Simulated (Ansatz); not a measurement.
One change: `CC[O][Ti]([F])([F])[F]` becomes `[F][Ti]([F])([F])[SH]`.

Ansatz, PBE0-D4/def2-TZVP geometries, multiplicity 1. Each molecule was computed in one conformer, which needn't be the lowest.

Scalar relativity is left out up to krypton.

```csv
property,`CC[O][Ti]([F])([F])[F]`
LUMO energy (B3LYP/def2-TZVPP) / eV,-2.38
LUMO energy (PBE0/def2-TZVPP) / eV,-2.06
HOMO–LUMO gap (B3LYP/def2-TZVPP) / eV,6.71
HOMO–LUMO gap (ωB97M-V/def2-TZVPP) / eV,11.90
LUMO energy (PBE/def2-TZVPP) / eV,-2.97
"ideal-gas entropy at 298 K and 1 bar (rigid rotor, harmonic PBE0-D4/def2-TZVP) / J/(mol·K)",429
```

Q: What does the change do to each property? (Estimate.)

A: Ansatz gave: 
```csv
property,`[F][Ti]([F])([F])[SH]`,shift
LUMO energy (B3LYP/def2-TZVPP) / eV,-3.45,-1.07
LUMO energy (PBE0/def2-TZVPP) / eV,-3.17,-1.11
HOMO–LUMO gap (B3LYP/def2-TZVPP) / eV,4.73,-1.98
HOMO–LUMO gap (ωB97M-V/def2-TZVPP) / eV,9.70,-2.20
LUMO energy (PBE/def2-TZVPP) / eV,-4.11,-1.14
"ideal-gas entropy at 298 K and 1 bar (rigid rotor, harmonic PBE0-D4/def2-TZVP) / J/(mol·K)",358,-71
```

With PBE0 the HOMO rises by 0.87 eV and the LUMO falls by 1.11 eV, so the gap narrows by about 1.98 eV. PBE moves the HOMO by 0.58 eV and ωB97M-V by 1.09 eV. The zero-point energy changes by -161.4 kJ/mol with -18 modes. Modes under 60 cm⁻¹, often nearly free rotors, make the harmonic entropy too high.

B3LYP here is the variant with VWN-RPA as its local correlation; programs differ in this.
